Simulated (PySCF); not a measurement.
PySCF job for SbCl2, SMILES [Sb+]([Cl])[Cl] (connectivity only; charge and spin as stated), charge +1, multiplicity 1, PBE0-D3(BJ)/def2-TZVP. Coordinates come from a PBE0-D3(BJ)/def2-TZVP optimisation. The spin state was assumed, not searched. The isomer is the one that the SMILES or the coordinates give; other isomers of the formula were not compared. The def2 effective core potentials stand for the cores of Sb; spin–orbit coupling is left out.

```python
import numpy as np
from pyscf import gto, scf, dft, df
from pyscf.hessian import thermo

mol = gto.M(
    atom='''
    Sb    0.00000000   -0.00000000    0.57886295
    Cl    0.00000000    1.72501525   -0.86829442
    Cl    0.00000000   -1.72501524   -0.86829443
    ''',
    basis='def2-TZVP',
    ecp={'Sb': 'def2-tzvp'},
    charge=1,
    spin=0,
    max_memory=1600,
    verbose=3,
)
mf = dft.RKS(mol, xc='pbe0').density_fit(auxbasis='def2-universal-jkfit')
mf.disp = 'd3bj'
mf.grids.level = 3
mf.conv_tol = 1e-11
mf.max_cycle = 100
mf.kernel()

# analytic Hessian; the response equations are solved on a coarser grid
h, args, fine = mf.Hessian(), (mf.mo_energy, mf.mo_coeff, mf.mo_occ), mf.grids
h.max_memory = max(150, 2.5e-5 * df.make_auxmol(mol, mf.with_df.auxbasis).nao * mol.nelec[0] * (mol.nelec[0] + mol.nao))  # MB; small integral blocks
h1ao = h.make_h1(mf.mo_coeff, mf.mo_occ)
mf.grids = dft.Grids(mol).set(level=1).build(with_non0tab=True)
mo1, mo_e1 = h.solve_mo1(*args, h1ao)
mf.grids = fine
hess = h.hess_elec(*args, mo1, mo_e1, h1ao) + h.hess_nuc()
if mf.do_disp():
    hess += h.get_dispersion()
for i in range(mol.natm):  # the analytic DFT Hessian lacks the response of the grid: restore translational invariance
    hess[i, i] -= hess[i].sum(axis=0)
hess = (hess + hess.transpose(1, 0, 3, 2)) / 2
vib = thermo.harmonic_analysis(mol, hess, imaginary_freq=False)
thermo.dump_normal_mode(mol, vib)
th = thermo.thermo(mf, vib['freq_au'][vib['freq_au'] > 0], 298.15, 101325)
thermo.dump_thermo(mol, th)
g0 = mf.nuc_grad_method().set(verbose=0).kernel()

# dipole derivatives [dipole axis, atom, xyz] from the same response
r, irp = mol.intor('int1e_r'), mol.intor('int1e_irp').reshape(3, 3, mol.nao, mol.nao)
sl, dm0, ok = mol.aoslice_by_atom(), np.array(mf.make_rdm1()), []
dmu = np.einsum('a,xt->xat', mol.atom_charges(), np.eye(3))
for a, (_, _, p0, p1) in enumerate(sl):
    dmu[:, a] += 2 * np.einsum('xtij,ij->xt', irp[:, :, :, p0:p1], dm0.reshape(-1, mol.nao, mol.nao).sum(0)[:, p0:p1])
    for u, c, occ, f in [(mo1, mf.mo_coeff, mf.mo_occ, 4)]:
        dmu[:, a] -= f * np.einsum('tui,xuv,vi->xt', u[a], r, c[:, occ > 0], optimize=True)
L = vib['norm_mode']
ir = 974.8801 * (np.einsum('xat,kat->kx', dmu, L) ** 2).sum(1)       # km/mol
apt = np.einsum('xax->a', dmu) / 3

# polarisability derivatives from nuclear gradients in small electric fields
h0, F = mf.get_hcore(), 0.005
def in_field(f, guess):
    m = mf.copy()
    m.verbose, m.conv_tol, m.conv_tol_grad = 0, 1e-11, 2e-7
    m.get_hcore = lambda *a: h0 + np.einsum('x,xij->ij', f, r)
    m.kernel(guess)
    ok.append(m.converged)
    dm = np.array(m.make_rdm1())
    g = m.nuc_grad_method().kernel() - np.outer(mol.atom_charges(), f)
    for a, (_, _, p0, p1) in enumerate(sl):
        g[a] -= 2 * np.einsum('x,xtij,ij->t', f, irp[:, :, :, p0:p1], dm[:, p0:p1])
    return g, -np.einsum('xij,ij->x', r, dm), dm
E = np.eye(3) * F
g0, _, dm0 = in_field(np.zeros(3), dm0)
gp = [in_field(e, dm0) for e in E]
gm = [in_field(-e, 2 * dm0 - p[2]) for e, p in zip(E, gp)]
alpha = np.array([(p[1] - q[1]) / (2 * F) for p, q in zip(gp, gm)])  # bohr^3
check = abs(np.array([-(p[0] - q[0]) / (2 * F) for p, q in zip(gp, gm)]) - dmu).max()
print('static polarisability / bohr^3:', alpha.round(3))
print('largest difference of analytic and finite-field dipole derivatives / e:', check)
da = np.zeros((3, 3, mol.natm, 3))
for x in range(3):
    da[x, x] = -(gp[x][0] + gm[x][0] - 2 * g0) / F**2
for x, y in ((0, 1), (0, 2), (1, 2)):
    up, down = in_field(E[x] + E[y], gp[x][2] + gp[y][2] - dm0), in_field(-E[x] - E[y], gm[x][2] + gm[y][2] - dm0)
    both = -(up[0] + down[0] - 2 * g0) / F**2
    da[x, y] = da[y, x] = (both - da[x, x] - da[y, y]) / 2
aq = np.einsum('xyat,kat->kxy', da, L) * 0.529177210903**2           # A^2/amu^1/2
a = np.einsum('kxx->k', aq) / 3
g2 = 1.5 * (aq**2).sum((1, 2)) - 4.5 * a**2
raman, depol = 45 * a**2 + 7 * g2, 3 * g2 / (45 * a**2 + 4 * g2 + 1e-12)
print('mode   freq/cm-1   IR/(km/mol)   Raman/(A^4/amu)   depolarisation')
for k, w in enumerate(vib['freq_wavenumber']):
    print(f'{k + 1:4d} {w:11.2f} {ir[k]:13.3f} {raman[k]:17.3f} {depol[k]:16.3f}')
print('max |gradient| / (hartree/bohr):', abs(g0).max())
print('APT charges:', apt.round(4))
```

It prints:

```
converged SCF energy = -1160.15578549876

WARN: DFTD3 does not support analytical Hessian, using finite difference


WARN: Mole.unit (angstrom) is changed to Bohr

Mode                                 0                   1                   2
Irrep
Freq [cm^-1]                      145.7159            429.6716            439.8917
Reduced mass [au]                  40.2649             43.2609             41.2824
Force const [Dyne/A]                0.5037              4.7056              4.7066
Char temp [K]                     209.6528            618.2018            632.9062
Normal mode                   x     y     z       x     y     z       x     y     z
       0  Sb                -0.00  0.00 -0.04    0.00  0.05  0.00   -0.00 -0.00  0.04
       1  Cl                -0.00  0.09  0.06   -0.00 -0.08  0.07    0.00  0.08 -0.07
       2  Cl                -0.00 -0.09  0.06    0.00 -0.08 -0.07    0.00 -0.08 -0.07
temperature 298.1500 [K]
pressure 101325.00 [Pa]
Rotational constants [GHz] 5.38550 2.39544 1.65798
Symmetry number 2
Zero-point energy (ZPE) 0.00231 [Eh]   6072.719 [J/mol]
                           tot       elec      trans        rot        vib
Entropy [J/mol/K]       300.493      0.000    174.358    107.666     18.469
Cv [J/mol/K]             44.592      0.000     12.472     12.472     19.649
Cp [J/mol/K]             52.906      0.000     20.786     12.472     19.649
Internal energy [J/mol]                      3718.434   3718.434   9236.277
Internal energy [Eh]   -1160.14944  -1160.15579
Enthalpy [J/mol]                             6197.391   3718.434   9236.277
Enthalpy [Eh]          -1160.14849
Gibbs free energy [J/mol]                  -45787.588 -28382.169   3729.870
Gibbs free energy [Eh] -1160.18261
static polarisability / bohr^3: [[34.625  0.    -0.   ]
 [ 0.    73.146 -0.   ]
 [ 0.     0.    52.234]]
largest difference of analytic and finite-field dipole derivatives / e: 0.0010395798257478717
mode   freq/cm-1   IR/(km/mol)   Raman/(A^4/amu)   depolarisation
   1      145.72         2.156             4.691            0.645
   2      429.67        70.662            10.959            0.750
   3      439.89        22.703            22.480            0.118
max |gradient| / (hartree/bohr): 7.263356312803713e-05
APT charges: [ 1.5744 -0.2872 -0.2872]
```

The calculation finished and met its thresholds.

Cost: roughly 100 core-seconds.
